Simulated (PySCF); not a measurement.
**YI: frontier orbitals**

PBE0 at R = 2.774 Å; basis Y def2-TZVPP with ECP28, I def2-TZVPP with ECP28; scalar-relativistic core potentials; PySCF 2.14. State: ³Δ (triplet), unpaired electrons σ ↑, δ ↑, a second solution, started from another occupation. Only the outer orbitals are listed, counted within each symmetry, core potentials removing the inner ones.

```tsv
spin	orbital	occ.	ε (eV)	on Y (%)	main shells (%)
α	6σ	1	-18.26	5	95 I s
α	7σ	1	-8.09	18	81 I p, 8 Y s
α	4π	1	-7.29	9	91 I p
α	4π	1	-7.29	9	91 I p
α	8σ	1	-4.73	99	79 Y s, 12 Y d
α	2δ	1	-4.05	100	100 Y d
α	9σ	0	-1.67	93	54 Y d, 38 Y p
α	5π	0	-1.65	98	60 Y d, 38 Y p
α	5π	0	-1.65	98	60 Y d, 38 Y p
β	6σ	1	-18.25	5	95 I s
β	7σ	1	-8.00	16	83 I p
β	4π	1	-7.29	8	92 I p
β	4π	1	-7.29	8	92 I p
β	8σ	0	-2.11	99	87 Y s, 10 Y p
β	9σ	0	-0.91	93	60 Y d, 33 Y p
β	5π	0	-0.76	94	86 Y d, 8 Y p
```

Question: Which are the highest filled and the lowest empty level, where do they sit, and how wide is the gap?

Answer: Highest filled α 2δ at -4.05 eV (in %: 100 Y d); lowest empty β 8σ at -2.11 eV (in %: 87 Y s, 10 Y p); the gap at PBE0 is 1.94 eV.

```json
{
  "bond order (Mayer)": "1.28",
  "⟨S²⟩": "2.002",
  "charge on Y (Mulliken, basis-dependent)": "0.26",
  "charge on Y (Löwdin, basis-dependent)": "-0.61",
  "dipole moment (positive dipole means Y(−)I(+))": "-4.31 D"
}
```

Spin–orbit coupling is left out.
